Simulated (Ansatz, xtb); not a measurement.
Species: C3H3O, charge -1, multiplicity 1. It need not be the lowest isomer of its formula. Whether it binds its extra electron was not tested at this geometry. 
Structure (B3LYP-D3(BJ)/def2-TZVP (Ansatz, a program for electronic structure) minimum search):
```xyz
7

C      1.9325    -0.0813     0.3307
C      0.6918    -0.2934     0.0260
C     -0.6145    -0.4676    -0.1213
O     -1.5606     0.6237    -0.1074
H      2.6014     0.1000    -0.5266
H     -1.1305    -1.4108    -0.2347
H     -1.0444     1.3742     0.2082
```
Charge -1, spin multiplicity 1.

Harmonic wavenumbers from GFN2-xTB (xtb, at its own minimum), cm⁻¹: 157, 198, 281, 424, 541, 778, 797, 924, 1103, 1167, 1364, 1989, 2782, 2972, 3594.

**Question.** Give the harmonic wavenumbers at B3LYP-D3(BJ)/def2-TZVP (Ansatz, finite differences of forces, unscaled).

**Answer.** 208, 215, 395, 473, 602, 816, 869, 936, 1156, 1217, 1395, 1897, 2932, 3172, 3779 cm⁻¹. Zero-point energy 28.7 kcal/mol.

**Question.** From these and the geometry, give the ideal-gas thermochemistry at 298.15 K and 1 atm (rigid rotor, harmonic oscillator).

**Answer.** Point group C1, rotational symmetry number 1. Rotational constants 41.44, 4.682, 4.269 GHz. S(trans) 37.94, S(rot) 23.48, S(vib) 6.80, S(elec, spin only) 0.00, S 68.2 cal/(mol K). H(298) - H(0) 3.64 kcal/mol; G - E(el) 12.0 kcal/mol.
